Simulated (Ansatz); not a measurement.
`C[O][Sn]([Cl])([Cl])[Cl]` + H₂S → `[SH][Sn]([Cl])([Cl])[Cl]` + CH₃OH at 700 K and 1 bar (ligand exchange at the Sn–O bond).

Gas-phase electronic energies from Ansatz, PBE0-D4/def2-TZVP geometries. CCSD(T)/CBS adds triple-zeta CCSD(T) − MP2 to the extrapolated MP2 energy (def2 sets, frozen cores). This one scheme is used for every species. Elements past krypton have def2 core potentials. For Sn outer-core shells are correlated without core-valence functions, which leaves a few kJ/mol of doubt a bond. One conformer a species, not always the lowest.

```
                   species  CCSD(T)/CBS energy (Eh)  H − E (kJ/mol)  S (J/(mol·K))
`C[O][Sn]([Cl])([Cl])[Cl]`              -1708.53518           204.7          550.6
                       H₂S               -398.97279            64.8          236.9
`[SH][Sn]([Cl])([Cl])[Cl]`              -1991.90544           106.0          509.4
                     CH₃OH               -115.61712           170.8          288.5
```

H − E and S are ideal-gas, rigid-rotor, harmonic terms from PBE0-D4/def2-TZVP, for one conformer and one mirror image of each species. 1 Eh = 2625.50 kJ/mol, R = 8.31446 J/(mol·K).

Task: By hand: ΔE, ΔH, ΔS and ΔG.

Result: ΔE = (-1991.90544) + (-115.61712) − (-1708.53518) − (-398.97279) = -0.01459 Eh = -38.3 kJ/mol. Δ(H − E) = 106.0 + 170.8 − 204.7 − 64.8 = 7.3, so ΔH = -31.0 kJ/mol. ΔS = 509.4 + 288.5 − 550.6 − 236.9 = 10.4 J/(mol·K). ΔG = -31.0 − 700 × (10.4)/1000 = -38.3 kJ/mol.

Task: By hand: the equilibrium constant, and the temperature at which ΔG would vanish if ΔH and ΔS stayed fixed.

Result: log₁₀ K = −ΔG/(RT ln 10) = 2.9. ΔH and −TΔS have one sign here, so there is no such temperature.

The number of gas molecules stays the same, so ΔS is small and ΔH decides. A doubt of 5 kJ/mol in ΔE shifts log₁₀ K by 0.4 here. Other conformers and mirror images would add mixing entropy, several J/(mol·K) or more a flexible species. Modes under 60 cm⁻¹, often nearly free rotors, make the harmonic entropy too high. These are equilibria of isolated gas molecules and say nothing of rates. Largest T1 diagnostic: 0.012 (customary marks: 0.02 for closed shells, 0.045 for open ones).

ΔS is within the doubt of such terms, so its sign, and with it that verdict, could turn.
